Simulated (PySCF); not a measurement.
Species: C₅H₁₀OSi.
Geometry (PBE0-D3(BJ)/def2-SVP, Å), atoms numbered from 1 in this order:
```xyz
17
C5H10OSi angstrom
Si     3.1264    0.5088   -0.5641
O      1.5523    0.0156   -0.2800
C      1.1747   -1.0167    0.5178
C     -0.0650   -1.1344    1.0050
C     -1.1565   -0.1740    0.7732
C     -2.1757    0.0867    1.8551
C     -2.5764   -0.6625    0.6264
H      3.0487    1.5132   -1.6559
H      3.9602   -0.6619   -0.9764
H      3.7265    1.1176    0.6613
H      1.9418   -1.7732    0.7290
H     -0.2769   -2.0168    1.6169
H     -0.8720    0.6826    0.1566
H     -2.0727   -0.4717    2.7899
H     -2.5308    1.1125    1.9840
H     -2.7506   -1.7389    0.7114
H     -3.2126   -0.1630   -0.1089
```

Computed with PySCF at PBE0/pcSseg-1 and B3LYP/def2-SVPD, non-relativistic, on one gas-phase PBE0-D3(BJ)/def2-SVP geometry that isn't relaxed in the solvent. The solvent is an IEF-PCM continuum (van der Waals radii × 1.2). The model holds no explicit solvent molecules, cavitation or dispersion.

Gas phase at PBE0/pcSseg-1: HOMO -6.21 eV, LUMO 0.28 eV, dipole 0.76 D.

Q: What does the continuum do to the energy, the frontier levels and the dipole at PBE0/pcSseg-1 in cyclohexane and dichloromethane?

A: 
| solvent | ε | E(solvent) − E(gas) (kcal/mol) | polarisation term (kcal/mol) | distortion of the solute (kcal/mol) | HOMO (eV) | LUMO (eV) | dipole (D) |
| --- | --- | --- | --- | --- | --- | --- | --- |
| cyclohexane | 2.017 | -1.16 | -1.20 | 0.04 | -6.22 | 0.35 | 0.84 |
| dichloromethane | 8.93 | -2.70 | -2.95 | 0.25 | -6.27 | 0.40 | 0.95 |

The first energy column is the sum of the next two and covers electrostatics alone. From cyclohexane to dichloromethane the lowering changes by a factor 2.33, Onsager's factor (ε − 1)/(2ε + 1) by 2.08 and ε itself by 4.4.

Q: Give the dipole vector in the frame of the coordinates (D, pointing from negative to positive charge), gas and dichloromethane.

A: Gas (0.72, -0.13, 0.21), solvent (0.86, -0.25, 0.32). Its length changes by +26 % and its direction by 7°.

Gas phase at B3LYP/def2-SVPD: HOMO -6.04 eV, LUMO -0.13 eV, dipole 0.54 D.

Q: What does the continuum do to the energy, the frontier levels and the dipole at B3LYP/def2-SVPD in cyclohexane?

A: 
```json
{"solvent": "cyclohexane", "ε": "2.017", "E(solvent) − E(gas) (kcal/mol)": "-0.93", "polarisation term (kcal/mol)": "-0.97", "distortion of the solute (kcal/mol)": "0.04", "HOMO (eV)": "-6.04", "LUMO (eV)": "-0.06", "dipole (D)": "0.61"}
```

Q: How does the static polarisability (B3LYP/def2-SVPD, frozen core, with the continuum's full static response) change?

A: 
| medium | isotropic (au) | principal values (au) | ⟨r²⟩ of the electrons (bohr²) |
| --- | --- | --- | --- |
| gas | 95.1 | 76.3, 81.5, 127.4 | 1481.0 |
| cyclohexane | 105.8 | 85.6, 91.4, 140.5 | 1480.5 |

The isotropic value in cyclohexane is 1.11 times the gas-phase one; no cavity-field correction is applied. ⟨r²⟩ is taken about the centre of nuclear charge.

Time: 29 s of wall time; peak memory 1.1 GiB. Hardware: Arm Neoverse V1, one thread, shared host with 32 logical CPUs at a one-minute load of 21. This is the whole shielding run at PBE0/pcSseg-1 in dichloromethane, SCF included.
